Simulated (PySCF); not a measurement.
C4H5BO, SMILES C#CB1COC1.

Geometry optimised at r2SCAN-D4/def2-SVP. The structure was generated by enumeration, and PubChem lists no compound with its InChIKey, so it may never have been made.

Two levels are set side by side: PBE/def2-TZVP (PySCF) and HF/def2-TZVP (PySCF). Same geometry, gas phase. Differences are taken from unrounded values.

```tsv
quantity	PBE
orbital gap (eV)	2.75
highest occupied level (eV)	-5.77
lowest empty level (eV)	-3.02
dipole moment (D)	2.20
mean polarisability (bohr³)	66.2
```

### Question
These are the PBE values. What does HF give? (An estimate is asked for; the answer gives what the named calculation found.)

### Answer

```csv
quantity,HF,PBE minus HF
orbital gap (eV),12.29,-9.54
highest occupied level (eV),-10.72,4.95
lowest empty level (eV),1.56,-4.58
dipole moment (D),2.90,-0.70
mean polarisability (bohr³),57.9,8.3
```

PBE's occupied levels lie high since its potential decays too fast outside the molecule; exact exchange lowers them and widens the gap. Loosely held outer electrons make PBE densities more polarisable. Differences between two approximate levels are no errors against the true value.

Rough cost on one machine, each run with all the roots and properties that it gave: HF against PBE about 1/3.
